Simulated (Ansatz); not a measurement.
Cartesian coordinates in Å:
```
O -0.940 -1.798 -2.073
C -0.643 -0.923 -1.411
Co -0.180 0.451 -0.382
Si 0.498 -1.249 1.058
C 1.540 0.895 -0.291
O 2.638 1.183 -0.237
C -1.234 0.872 0.987
O -1.909 1.145 1.860
C -0.698 1.752 -1.484
O -1.028 2.579 -2.184
H 1.540 -2.098 0.422
H -0.648 -2.123 1.423
H 1.064 -0.687 2.312
```

The species carries charge 0 and has multiplicity 1.

Q: List the PBE/def2-TZVPP orbital energies in eV (Ansatz 0.2.0). (Estimate.)

A: Ansatz gave: Occupied: -7515.01, -1780.19, -881.84, -765.68, -765.44, -765.44, -512.93, -512.68, -512.68, -512.68, -272.65, -272.41, -272.41, -272.41, -137.89, -98.05, -94.66, -94.60, -94.60, -63.58, -63.20, -63.20, -29.25, -28.96, -28.96, -28.96, -15.35, -14.30, -14.18, -14.18, -13.48, -12.38, -12.14, -12.14, -11.82, -11.82, -11.73, -11.73, -11.67, -11.55, -11.42, -11.34, -11.34, -8.72, -8.72, -7.64, -7.64, -7.52, -6.51, -6.51. Lowest empty: -2.44, -2.26, -2.26, -1.72, -1.72, -1.69, -1.56, -1.56.
